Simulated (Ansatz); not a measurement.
Start from `[OH][Al]([SH])[SH]` and change one atom or group to get `[OH][AlH][SH]`.

Ansatz, PBE0-D4/def2-TZVP geometries, multiplicity 1. Each molecule was computed in one conformer, which needn't be the lowest.

```json
{"property": "LUMO energy (B3LYP/def2-TZVPP) / eV", "`[OH][Al]([SH])[SH]`": "-0.83"}
{"property": "ideal-gas entropy at 298 K and 1 bar (rigid rotor, harmonic PBE0-D4/def2-TZVP) / J/(mol·K)", "`[OH][Al]([SH])[SH]`": "351"}
{"property": "LUMO energy (PBE/def2-TZVPP) / eV", "`[OH][Al]([SH])[SH]`": "-1.37"}
{"property": "HOMO–LUMO gap (ωB97M-V/def2-TZVPP) / eV", "`[OH][Al]([SH])[SH]`": "10.90"}
{"property": "HOMO–LUMO gap (PBE0/def2-TZVPP) / eV", "`[OH][Al]([SH])[SH]`": "7.14"}
{"property": "size of the dipole moment (B3LYP/def2-TZVPP) / D", "`[OH][Al]([SH])[SH]`": "1.25"}
```

Problem. Give the same properties after the change, and the shifts. (Estimate.)

Solution. The calculation gave: 
```tsv
property	`[OH][AlH][SH]`	shift
LUMO energy (B3LYP/def2-TZVPP) / eV	-0.77	0.06
ideal-gas entropy at 298 K and 1 bar (rigid rotor, harmonic PBE0-D4/def2-TZVP) / J/(mol·K)	301	-50
LUMO energy (PBE/def2-TZVPP) / eV	-1.33	0.04
HOMO–LUMO gap (ωB97M-V/def2-TZVPP) / eV	11.04	0.14
HOMO–LUMO gap (PBE0/def2-TZVPP) / eV	7.22	0.08
size of the dipole moment (B3LYP/def2-TZVPP) / D	1.60	0.35
```

The zero-point energy changes by -7.4 kJ/mol with -3 modes. Dipoles are sizes alone; their direction can turn.

B3LYP here is the variant with VWN-RPA as its local correlation; programs differ in this.
